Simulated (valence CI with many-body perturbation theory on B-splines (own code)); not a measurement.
# Cr IV: electric-dipole lines

Level of theory: valence CI with perturbative core correlation (CI+MBPT): three valence electrons over a frozen Dirac-Fock core [Ar], a basis of 7 s, 7 p, 8 d, 6 f, 4 g, 1 h functions for each j, with the one-electron correlation potential Σ1, the two-electron term Σ2, the three-electron term Σ3, Breit, model QED; selected CI, second order for the rest, scaled by the run's own slope (own B-spline code, finite nucleus).

Set against measurement, 66 paired levels are off by 1294 cm⁻¹ on average, the worst by 2161. These come from a selection out of Sugar and Corliss, J. Phys. Chem. Ref. Data 6, 317 (1977). Levels without a partner in it may be off by more, other configurations by 1,000 to 8,000 cm⁻¹. The list stops below the first excitations out of the core.

Lines 151 to 200 of 600 in falling wavelength, among levels below 265285 cm⁻¹, chosen from the strongest by gf and those to the six lowest levels. Wavelengths and rates use the calculated energies, so an error of 1000 cm⁻¹ moves a line at 138.6 nm by 1.4 % and its rate by three times that or more. Electric multipoles are in the length gauge, E1 and E2 with the static RPA response of the core. Weak lines are less certain than strong ones. Lines between different terms over intervals too small for the method are left out, as are lines whose strength nearly cancels. Where a level lies close to another of its J and parity, the split of strength between their lines is uncertain. The highest levels of a list are the least certain.

Names give the largest LS component (configuration and term), which can be under half, so a name can repeat, a term be missing and a line seem to break the LS rules; names also repeat where a configuration has a term twice. Letters in brackets count levels of one name in rising energy.

```tsv
λ vac (nm)	Upper	Lower	A (s⁻¹)	S (a.u.)
138.6	3d²4d ⁴D_3/2 [a]	3d²4p ⁴D°_5/2 [a]	2.33e+08	1.23e+00
138.6	3d²4d ⁴D_5/2 [a]	3d²4p ⁴D°_3/2 [a]	2.60e+08	2.05e+00
138.3	3d²4d ⁴D_3/2 [a]	3d²4p ⁴D°_1/2 [a]	3.73e+08	1.95e+00
138.3	3d²4d ⁴D_7/2 [a]	3d²4p ⁴D°_7/2 [a]	1.18e+09	1.24e+01
138.1	3d²4d ²P_3/2 [c]	3d²4p ²P°_3/2 [b]	5.64e+08	2.93e+00
138.1	3d²4d ²G_9/2 [b]	3d²4p ²G°_9/2 [b]	1.25e+08	1.63e+00
138.0	3d²4d ⁴D_5/2 [a]	3d²4p ⁴D°_5/2 [a]	7.37e+08	5.74e+00
138.0	3d²4d ⁴D_1/2 [a]	3d²4p ²D°_3/2 [a]	2.21e+08	5.72e-01
137.9	3d²4d ²F_7/2 [b]	3d²4p ²D°_5/2 [b]	1.15e+09	1.19e+01
137.8	3d²4d ²P_3/2 [b]	3d²4p ²D°_3/2 [b]	9.79e+07	5.06e-01
137.8	3d²4d ²G_7/2 [b]	3d²4p ²G°_7/2 [b]	1.43e+08	1.48e+00
137.7	3d²4d ²F_7/2 [a]	3d²4p ²F°_7/2 [a]	1.11e+09	1.14e+01
137.7	3d²4d ²F_5/2 [b]	3d²4p ²D°_3/2 [b]	1.10e+09	8.51e+00
137.7	3d²4d ⁴D_3/2 [a]	3d²4p ²D°_3/2 [a]	3.03e+08	1.56e+00
137.4	3d²4d ²F_5/2 [a]	3d²4p ²F°_5/2 [a]	8.94e+08	6.87e+00
137.2	3d²4d ⁴D_7/2 [a]	3d²4p ⁴D°_5/2 [a]	9.69e+07	9.89e-01
137.1	3d²4d ⁴D_5/2 [a]	3d²4p ²D°_3/2 [a]	9.64e+07	7.36e-01
136.6	3d²4d ²F_7/2 [b]	3d²4p ⁴D°_5/2 [b]	2.18e+08	2.20e+00
136.6	3d²4d ⁴F_7/2 [b]	3d²4p ⁴P°_5/2	1.20e+08	1.20e+00
136.6	3d²4d ²G_7/2 [a]	3d²4p ²G°_7/2 [a]	5.84e+08	5.87e+00
136.5	3d²4d ²F_7/2 [a]	3d²4p ²F°_5/2 [a]	2.77e+08	2.79e+00
136.5	3d²4d ²G_9/2 [a]	3d²4p ²G°_9/2 [a]	5.77e+08	7.24e+00
136.5	3d²4d ²D_5/2 [b]	3d²4p ²D°_5/2 [c]	8.48e+07	6.38e-01
136.4	3d²4d ²F_5/2 [b]	3d²4p ⁴D°_3/2 [b]	1.16e+08	8.73e-01
136.2	3d²4d ⁴D_5/2 [b]	3d²4p ⁴P°_5/2	2.53e+08	1.89e+00
136.2	3d²4d ⁴G_7/2	3d²4p ⁴F°_7/2	8.57e+07	8.55e-01
135.9	3d²4d ⁴G_5/2	3d²4p ⁴F°_5/2	1.04e+08	7.70e-01
135.8	3d²4d ⁴G_11/2	3d²4p ⁴F°_9/2	1.45e+09	2.15e+01
135.7	3d²4d ⁴D_7/2 [b]	3d²4p ⁴P°_5/2	1.52e+09	1.50e+01
135.6	3d²4d ⁴G_9/2	3d²4p ⁴F°_7/2	1.35e+09	1.66e+01
135.5	3d²4d ²S_1/2	3d²4p ²P°_1/2 [a]	4.96e+08	1.22e+00
135.3	3d²4d ⁴G_7/2	3d²4p ⁴F°_5/2	1.22e+09	1.20e+01
135.3	3d²4d ⁴D_5/2 [b]	3d²4p ⁴P°_3/2	8.75e+08	6.42e+00
135.3	3d4s² ²D_5/2	3d²4p ⁴P°_5/2	1.32e+08	9.71e-01
135.3	3d²4d ⁴D_1/2 [b]	3d²4p ⁴P°_3/2	2.43e+08	5.95e-01
135.2	3d²4d ⁴G_5/2	3d²4p ⁴F°_3/2	1.10e+09	8.04e+00
135.2	3d²4d ²I_13/2	3d²4p ²H°_11/2	2.22e+09	3.79e+01
135.1	3d²4d ⁴D_3/2 [b]	3d²4p ⁴P°_3/2	7.27e+08	3.54e+00
135.1	3d²4d ²P_1/2 [a]	3d²4p ⁴D°_3/2 [a]	6.21e+08	1.51e+00
135.0	3d²4d ⁴G_11/2	3d²4p ⁴G°_11/2	5.32e+08	7.76e+00
134.9	3d²4d ⁴G_7/2	3d²4p ⁴G°_9/2	7.11e+07	6.90e-01
134.9	3d²4d ⁴D_1/2 [b]	3d²4p ⁴P°_1/2	1.38e+09	3.35e+00
134.8	3d²4d ²P_3/2 [a]	3d²4p ²D°_5/2 [a]	7.81e+08	3.77e+00
134.7	3d²4d ⁴D_3/2 [b]	3d²4p ⁴P°_1/2	6.35e+08	3.07e+00
134.5	3d²4d ²F_7/2 [b]	3d²4p ²F°_7/2 [b]	6.44e+08	6.19e+00
134.4	3d4s² ²D_5/2	3d²4p ⁴P°_3/2	2.81e+08	2.02e+00
134.4	3d²4d ²S_1/2	3d²4p ²P°_3/2 [a]	1.34e+09	3.22e+00
134.3	3d²4d ⁴G_9/2	3d²4p ⁴G°_9/2	4.95e+08	5.92e+00
134.3	3d²4d ²D_3/2 [c]	3d²4p ²D°_3/2 [c]	1.87e+08	8.93e-01
134.3	3d²4d ²G_9/2 [c]	3d²4p ²H°_11/2	2.38e+08	2.84e+00
```
